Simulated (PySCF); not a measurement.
# Energy of Mo+ (molybdenum, charge +1) between two integer charges

The 4d alpha orbital of [Kr] 4d5 is emptied in steps (occupation f), with all orbitals relaxed, ending at [Kr] 4d4. Calculation: PySCF 2.14, in def2-TZVPPD with the def2 core potential (28 electrons) (6s4p3d2f1g, 56 functions); scalar relativity through the core potential. The exact energy is a straight line in f; departures are measured from the line between the end points of the same method.

```tsv
f	BHandHLYP (eV)	wB97X (eV)	CAM-B3LYP (eV)
1	0.000	0.000	0.000
0.9	-0.181	-0.094	-0.193
0.7	-0.426	-0.223	-0.454
0.5	-0.512	-0.268	-0.546
0.3	-0.434	-0.226	-0.463
0.1	-0.187	-0.097	-0.200
0	0.000	0.000	0.000
```

```
   method  E(f=0) − E(f=1) (eV)  −ε at f=1 (eV)  −ε at f=0.5 (eV)
BHandHLYP                15.849          13.847            15.828
    wB97X                15.779          14.741            15.768
CAM-B3LYP                16.084          13.957            16.058
```

Orbital energy along the path (eV):

| f | BHandHLYP | wB97X | CAM-B3LYP |
| --- | --- | --- | --- |
| 1 | -13.847 | -14.741 | -13.957 |
| 0.9 | -14.231 | -14.934 | -14.362 |
| 0.7 | -15.017 | -15.341 | -15.196 |
| 0.5 | -15.828 | -15.768 | -16.058 |
| 0.3 | -16.658 | -16.207 | -16.945 |
| 0.1 | -17.506 | -16.643 | -17.856 |
| 0 | -17.936 | -16.855 | -18.319 |

Reference removal energy between the ground levels: 16.16 ± 0.12 eV (semi-empirical (NIST evaluation); NIST Atomic Spectra Database, ionization energies). The calculation has no spin-orbit coupling. The determinant left behind need not be the lowest term of the ion.
